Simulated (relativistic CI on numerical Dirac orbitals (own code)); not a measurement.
## Mn⁶⁺ in a cubic cluster: 3p photoemission with charge transfer

Computed with a charge-transfer multiplet model of a cubic metal-ligand cluster with up to 2 ligand holes, Slater and spin-orbit integrals from Dirac-Coulomb-Breit ions, Slater integrals scaled by 0.8. The ground state mixes d1 with configurations of k ligand holes L, whose averages lie at kΔ + k(k − 1)U_dd/2; a core hole lowers each added d electron by U_cd. 300 K, Lorentzian 0.9 eV and Gaussian 0.8 eV FWHM.

Atomic integrals in eV (Slater integrals scaled, ζ unscaled), ground: F2dd 10.611, F4dd 6.708, zeta_d 0.064; with the core hole: F2dd 10.611, F4dd 6.708, zeta_d 0.069, zeta_core 0.994, F2cd 11.801, G1cd 14.162, G3cd 8.922. Where a configuration has fewer than two d electrons, the dd integrals are those of d2.

Cluster parameters (eV): Δ = -0.3, U_dd = 5.8, 10Dq = 0.8, 10Dq(ligand) = 1.1, V(eg) = 1.25, V(t2g) = -0.61, final-state hopping factor = 1.

Weights, n_d and S are thermal averages at 300 K. Binding energies count from the first peak over 30 % of the highest in each spectrum, which can be another peak from case to case. The parameters are a model scan and need not match a compound or its usual spin state. Peaks in eV (height, largest 100): 0.0 (100), 4.1 (100), 9.4 (61), 14.8 (21), 16.5 (30), 19.2 (28), 21.5 (13), 27.5 (7).

Task: Which parameters give this spectrum?
A. U_cd = 8.6 eV
B. U_cd = 7.4 eV
C. U_cd = 5.6 eV

Result: B. U_cd = 7.4 eV; the ground state then has 1.90 d electrons and S = 0.50. The choice follows from running the model for each set and comparing peak positions and heights. The space is cut while the next configuration still counts.
